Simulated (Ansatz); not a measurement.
`C#C[SiH](Cl)Cl`. The species carries charge 0 and has multiplicity 1.

```xyz
7

C    -1.9209    0.2928   -0.5195
C    -0.7780    0.0834   -0.1998
Si    0.9292   -0.2571    0.2868
Cl    2.1542    0.0435   -1.3124
Cl    1.4584    1.0013    1.7984
H    -2.9315    0.4813   -0.8033
H     1.0885   -1.6451    0.7498
```

What are the harmonic wavenumbers in cm⁻¹ at PBE0-D4/def2-TZVP (Ansatz, finite differences of forces, unscaled)? (Best estimate.)

Computed: 106, 143, 184, 332, 343, 514, 599, 674, 745, 746, 802, 813, 2172, 2295, 3464.

Is this a minimum?

Yes, all 15 modes are real.

Give the ideal-gas thermochemistry at 298.15 K and 1 bar (rigid rotor, harmonic oscillator; point group Cs, symmetry number 1).

Zero-point energy 83.3 kJ/mol; H(298) − E = 102.6 kJ/mol; entropy 342.6 J/(mol·K), of which translation 169.1, rotation 118.4, vibration 55.1; G(298) − E = 0.4 kJ/mol.

And at 400, 500, 600, 800 and 1000 K?


```csv
T (K),H − E (kJ/mol),S (J/mol/K),G − E (kJ/mol)
400,113.0,372.5,-36.0
500,124.2,397.5,-74.5
600,136.2,419.3,-115.4
800,161.5,455.7,-203.0
1000,188.3,485.6,-297.3
```

Rotational constants (cm⁻¹)?

0.07925, 0.07401, 0.04134.
